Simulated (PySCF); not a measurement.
**From orbital energies to excitation energies**

Species: C3H10Si2.
Structure used (GFN2-xTB), in Å, numbered top down from 1:
```
atom  x, y, z in Å
Si1    2.8338   -0.0245    0.2009
C2     1.1171    0.1378   -0.5298
C3     0.0504   -0.5539   -0.1423
C4    -1.3206   -0.3981   -0.6916
Si5   -2.4481    0.5023    0.5620
H6     2.7892   -0.8793    1.3892
H7     3.7472   -0.6093   -0.7871
H8     3.3314    1.3059    0.5681
H9     0.9838    0.8540   -1.3346
H10    0.1437   -1.2773    0.6589
H11   -1.7482   -1.3793   -0.9068
H12   -1.2904    0.1628   -1.6271
H13   -3.7872    0.6234   -0.0187
H14   -2.5119   -0.2836    1.7953
H15   -1.8945    1.8270    0.8417
```

Computed, not measured: TDDFT wB97X-D/def2-SVPD, vertical, gas phase, core orbitals frozen in the response (PySCF 2.14.0, density-fitted response routines).

Orbital energies (eV): HOMO-3 -11.57, HOMO-2 -11.51, HOMO-1 -10.69, HOMO -9.08, LUMO 1.44, LUMO+1 2.00, LUMO+2 2.40.

Among the lowest singlets, which states do these configurations lead, and at what energies: HOMO→LUMO, HOMO→LUMO+1, HOMO-1→LUMO?

| state | leading configuration | weight | Δε (eV) | E (eV) | E − Δε (eV) | f | other configurations |
| --- | --- | --- | --- | --- | --- | --- | --- |
| S1 | HOMO→LUMO | 0.93 | 10.52 | 6.55 | -3.97 | 0.600 | – |
| S2 | HOMO→LUMO+1 | 0.79 | 11.07 | 6.96 | -4.11 | 0.0005 | – |
| S3 | HOMO-1→LUMO | 0.84 | 12.13 | 7.05 | -5.08 | 0.019 | – |

E − Δε runs from -5.08 to -3.97 eV. Among themselves, these states come in the order of their orbital differences. Δε is the difference of the two orbital energies.

H and L stand for HOMO and LUMO. The other states: S4 7.71 eV, f 0.013, H→L+2 (45%), H→L+4 (29%), H→L+3 (12%); S5 7.91 eV, f 0.056, H→L+5 (40%), H→L+4 (16%), H→L+6 (14%); S6 7.98 eV, f 0.024, H→L+7 (31%), H→L+8 (21%), H→L+5 (15%); S7 8.05 eV, f 0.019, H→L+8 (36%), H→L+6 (31%), H→L+5 (20%); S8 8.16 eV, f 0.011, H→L+3 (51%), H→L+4 (28%).

Pair triplets and singlets of the same leading configuration (75% or more in both) and give the splittings.

```csv
configuration,triplet,E(T) (eV),singlet,E(S) (eV),E(S) − E(T) (eV)
HOMO→LUMO,T1,4.27,S1,6.55,+2.28
HOMO-1→LUMO,T2,6.53,S3,7.05,+0.52
HOMO→LUMO+1,T3,6.90,S2,6.96,+0.06
```

The 3 triplets are Tamm–Dancoff values, the singlets full response.

Summed over the main configurations (up to three a state, each over 8%) of all 8 singlets, the electron leaves HOMO with weight 5.62 and HOMO-1 with weight 0.84.

One conformer stands for the species.
